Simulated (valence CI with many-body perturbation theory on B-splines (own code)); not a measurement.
The numbers below are computed, except where a source is named.
**Pr54+: input, log and results**

Level of theory: relativistic CI+MBPT: three valence electrons over a frozen Dirac-Fock core [He], radial functions for each j: 11 s, 11 p, 9 d, 7 f, 5 g, 2 h, 1 i, with the one-electron correlation potential Σ1 (screened to all orders), the two-electron term Σ2, the three-electron term Σ3, Breit, model QED; selected single and double excitations, second order for the rest (own B-spline code, finite nucleus).

Command, and the settings that its task file holds:

```sh
python run_cv.py task.json out
```

```
atom Pr  Z=59  mass_number=141  rms_radius_fm=4.8919
core [He]
valence 2s2 2p1
avg = 1
basis = L
breit = 1
cap = 40000
capref = 1200
cscale = 1
de = 0.0
dress = 0
eps = 2e-08
h = 0.27
hh = 1
l2 = 3
lcore = 6
maxit = 60
n2 = 5
natural = 1
nlev = 60
nno = [7, 7, 6, 5, 4, 2, 1]
nroot = 26
nsp = [4, 4, 3, 2, 1, 0, 0]
pt2 = 1
qed = 1
rpa = 1
s1 = 1
s2 = 1
s3 = 1
screen = 1
tol = 2e-05
```

(1) Roughly how long does this run take on one core of Arm Neoverse V2, and how much memory?

Log. The first blocks belong to the next ion, which gives the ionisation energy. Fields: 2J, parity (1 odd), roots, reference size, generating configurations, candidates as configurations/state functions, variational space P, stored matrix elements, Davidson steps; e2 is the range of second-order energies in hartree. The first line gives the box (bohr), its intervals, the orbitals and the steps of their self-consistent field. Window is the range of levels sought, series limit the energy at which the first omitted orbital would enter, core excitation an estimate of the first excitation out of the core, left out the lowest levels not solved, and shifts from estimates the range by which levels moved from their first estimate, all in cm⁻¹.

```
rmax 1.5 intervals 55 orbitals 81 references ['2s2 2p', '2s 2p2', '2p3'] scf 2 t 0.4
2J=0 par=0 roots 2 ref 18 generators 3 cand 364/364 P 358/358 nnz 0 it 0
2J=0 par=0 roots 2 ref 18 generators 3 cand 24/24 P 367/367 nnz 0 it 0
   second order: generators 3 cand 15/15 e2 -0.00000 -0.00000
2J=0 par=1 roots 2 ref 16 generators 3 cand 314/314 P 302/302 nnz 0 it 0
2J=0 par=1 roots 2 ref 16 generators 5 cand 28/28 P 316/316 nnz 0 it 0
   second order: generators 6 cand 14/14 e2 -0.00000 -0.00000
2J=2 par=1 roots 2 ref 41 generators 2 cand 828/828 P 756/756 nnz 0 it 0
2J=2 par=1 roots 2 ref 41 generators 2 cand 113/113 P 819/819 nnz 0 it 0
   second order: generators 2 cand 50/50 e2 -0.00000 -0.00000
reference levels 513, estimated 426, window 58334163 1/cm; series limit 76860762, core excitation 292353474
2J=1 par=1 roots 15 ref 48 generators 13 cand 6049/9072 P 5435/8000 nnz 5.9e+06 it 4
2J=1 par=1 roots 15 ref 48 generators 13 cand 2833/4270 P 6447/9608 nnz 8.4e+06 it 4
   second order: generators 15 cand 3380/4970 e2 -0.00001 -0.00000
2J=1 par=0 roots 16 ref 50 generators 15 cand 5992/8987 P 5366/7999 nnz 5.9e+06 it 5
2J=1 par=0 roots 16 ref 50 generators 15 cand 2942/4328 P 6560/9884 nnz 8.9e+06 it 4
   second order: generators 18 cand 3845/5488 e2 -0.00001 -0.00000
2J=3 par=1 roots 21 ref 72 generators 16 cand 8405/16999 P 4029/7999 nnz 6.6e+06 it 5
2J=3 par=1 roots 21 ref 72 generators 16 cand 6248/12711 P 7532/15648 nnz 2.3e+07 it 5
   second order: generators 17 cand 3701/6553 e2 -0.00001 -0.00000
2J=3 par=0 roots 19 ref 70 generators 13 cand 8425/16984 P 4009/7999 nnz 6.6e+06 it 4
2J=3 par=0 roots 19 ref 70 generators 14 cand 6247/12693 P 7464/15486 nnz 2.2e+07 it 6
   second order: generators 16 cand 5188/11049 e2 -0.00002 -0.00000
2J=5 par=0 roots 14 ref 66 generators 13 cand 9327/20925 P 3708/7999 nnz 6.9e+06 it 5
2J=5 par=0 roots 14 ref 66 generators 13 cand 7377/16631 P 7227/16611 nnz 2.7e+07 it 8
   second order: generators 15 cand 6464/16474 e2 -0.00001 -0.00000
2J=5 par=1 roots 13 ref 62 generators 9 cand 9313/20990 P 3721/8000 nnz 6.8e+06 it 7
2J=5 par=1 roots 13 ref 62 generators 10 cand 7372/16689 P 7179/16516 nnz 2.6e+07 it 7
   second order: generators 11 cand 5189/12143 e2 -0.00001 -0.00000
2J=7 par=1 roots 6 ref 43 generators 5 cand 7177/17868 P 3457/8000 nnz 7.8e+06 it 5
2J=7 par=1 roots 6 ref 43 generators 5 cand 5025/12640 P 5038/12256 nnz 1.8e+07 it 4
   second order: generators 6 cand 4793/13159 e2 -0.00001 -0.00001
2J=7 par=0 roots 5 ref 41 generators 5 cand 7180/17849 P 3403/7997 nnz 8e+06 it 5
2J=7 par=0 roots 5 ref 41 generators 5 cand 5009/12413 P 4765/11742 nnz 1.7e+07 it 5
   second order: generators 9 cand 7700/22126 e2 -0.00002 -0.00000
2J=9 par=1 roots 2 ref 20 generators 2 cand 4627/12553 P 2382/5365 nnz 3.5e+06 it 4
2J=9 par=1 roots 2 ref 20 generators 2 cand 3444/9707 P 3013/7212 nnz 6.7e+06 it 4
   second order: generators 3 cand 5005/13917 e2 -0.00001 -0.00001
2J=9 par=0 roots 2 ref 23 generators 2 cand 3198/8223 P 2493/5870 nnz 5.5e+06 it 4
2J=9 par=0 roots 2 ref 23 generators 2 cand 1964/4876 P 2920/6982 nnz 7.9e+06 it 4
   second order: generators 4 cand 3780/10136 e2 -0.00001 -0.00001
left out: unestimated 81237966, estimated 63993064, shifts from estimates -21 to 69
operators 0.1
```

The Davidson iterations converged.

No measured spectrum was set against this ion. As an estimate, large intervals hold to a few tenths of a per cent, small ones and those within an open d or f shell to about a per cent.

```
Valence energy                            : -1279.045 hartree
Ionisation energy                         : 11257 eV (NIST: 11262 ± 5 eV (theoretical))
Reference configurations for the orbitals : 2s2 2p, 2s 2p2, 2p3
Radial orbitals                           : 81
Box radius                                : 1.532 bohr
Largest variational space                 : 16611
Lowest levels                             : (2s^2 2p1/2) J=1/2 0.0, (2s 2p1/2^2) J=1/2 187.3, (2s^2 2p3/2) J=3/2 529.3, (2s 2p1/2 2p3/2) J=3/2 [a] 659.9, (2s 2p1/2 2p3/2) J=5/2 694.4, (2s 2p1/2 2p3/2) J=1/2 749.1, (2s 2p1/2 2p3/2) J=3/2 [b] 750.0, (2p1/2^2 2p3/2) J=3/2 948.2, (2s 2p3/2^2) J=5/2 1207.3, (2s 2p3/2^2) J=1/2 1289.4, (2s 2p3/2^2) J=3/2 1290.3, (2p1/2 2p3/2^2) J=3/2 1441.6, (2p1/2 2p3/2^2) J=5/2 1462.5, (2p1/2 2p3/2^2) J=1/2 1505.1 eV
```

Levels are named by their leading jj configuration (3d3/2^4 stands for four electrons in 3d with j = 3/2), which in mixed levels can hold well under half, so a name can repeat and another be missing. Letters in brackets count levels of one name in rising energy.

## Answers

(1) 93 s on 1 thread of Arm Neoverse V2 (shared host), peak memory 0.68 GiB.
